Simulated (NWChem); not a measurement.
Molecule: C2H9BGe; SMILES C[B](C)[GeH3]

```xyz
13

B      0.0057     0.9911     0.0077
Ge     0.0047    -1.0915     0.0041
H     -0.8590    -1.6397    -1.1565
H      1.4054    -1.7272    -0.1364
H     -0.6233    -1.6548     1.3004
C     -1.3632     1.7487     0.0349
H     -1.5912     1.9200    -1.0379
H     -1.3044     2.7508     0.4915
H     -2.2211     1.1965     0.4467
C      1.3630     1.7689    -0.0424
H      1.2735     2.8341    -0.3104
H      2.1397     1.2890    -0.6584
H      1.7560     1.7287     0.9943
```
Atoms are numbered in this order, from 1.

All runs: NWChem. Pople sets run with spherical d functions. Geometry: optimised at PBE0/def2-SVP. GIAO values for the isolated, static molecule; σ is the absolute isotropic shielding.

For level B3LYP/6-31G*:

| Property | Result |
|---|---|
| σ B1 (ppm) | 13.9 |
| σ Ge2 (ppm) | 1790.5 |
| σ C6 (ppm) | 167.9 |
| σ C10 (ppm) | 167.1 |

What are these values for level B3LYP/6-311G**?

The σ B1 (ppm) is -5.8, the σ Ge2 (ppm) is 1640.6 and the σ C6 (ppm) is 160.0. The σ C10 (ppm) is 159.1.
